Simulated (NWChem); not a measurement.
Molecule: boric acid (H3BO3); SMILES B(O)(O)O

```xyz
7

O     -1.0724     0.8724     0.0000
B     -0.0342    -0.0038     0.0000
O      1.2444     0.5000     0.0000
O     -0.3495    -1.3323     0.0000
H     -0.7566     1.7804     0.0000
H      1.9455    -0.1551     0.0000
H      0.4027    -1.9267     0.0000
```
Atoms are numbered in this order, from 1.

All runs: NWChem. All runs use the structure optimised with PBE0/def2-SVP.

Q: Order these by “orbital gap (eV)”, lowest first: Hartree-Fock/def2-SVP; Hartree-Fock/def2-TZVP; Hartree-Fock/def2-SVPD.

A: Hartree-Fock/def2-SVPD (15.10), Hartree-Fock/def2-TZVP (16.39), Hartree-Fock/def2-SVP (17.47)
